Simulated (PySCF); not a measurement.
PySCF input for C2H6BFO2, SMILES B(F)(CO)CO, PBE/pcSseg-1. Coordinates come from a B3LYP-D3(BJ)/def2-SVP optimisation. The structure was generated by enumeration, and PubChem lists no compound with its InChIKey, so it may never have been made. Other conformers were not sampled.

```python
import numpy as np
from pyscf import gto, scf, dft
from pyscf.prop.nmr import rks as nmr

mol = gto.M(
    atom='''
    O     2.52629677    0.13787225    0.04306155
    C     1.38483758   -0.15701673   -0.73914244
    B    -0.00000000   -0.00000000   -0.01293751
    F     0.00000000   -0.00000000    1.32855193
    C    -1.38483757    0.15701673   -0.73914244
    O    -2.52629678   -0.13787225    0.04306154
    H     2.37257151   -0.20305492    0.93377127
    H     1.41213587   -1.19571039   -1.15262759
    H     1.41255230    0.48739722   -1.63692132
    H    -1.41213586    1.19571040   -1.15262759
    H    -1.41255230   -0.48739722   -1.63692132
    H    -2.37257150    0.20305492    0.93377127
    ''',
    basis='pcSseg-1',
    charge=0,
    spin=0,
    max_memory=1600,
    verbose=3,
)
mf = dft.RKS(mol, xc='pbe')
mf.grids.level = 3
mf.conv_tol = 1e-10
mf.max_cycle = 100
mf.kernel()
n = nmr.NMR(mf)
n.verbose = 2
n.max_cycle_cphf = 60
sigma = n.kernel()
print('atom   isotropic/ppm   span/ppm')
for i, s in enumerate(sigma):
    w = np.linalg.eigvalsh((s + s.T) / 2)
    print(f'{mol.atom_symbol(i):2s}{i + 1:3d} {w.mean():14.3f} {w[2] - w[0]:11.3f}')
```

Output:

```
converged SCF energy = -354.571014256395
atom   isotropic/ppm   span/ppm
O   1        339.284     108.546
C   2        120.401      85.009
B   3         35.042     115.640
F   4        189.102     519.375
C   5        120.401      85.009
O   6        339.284     108.546
H   7         31.236      20.452
H   8         27.395       9.693
H   9         27.471       7.664
H  10         27.395       9.693
H  11         27.471       7.664
H  12         31.236      20.452
```

The calculation finished and met its thresholds.
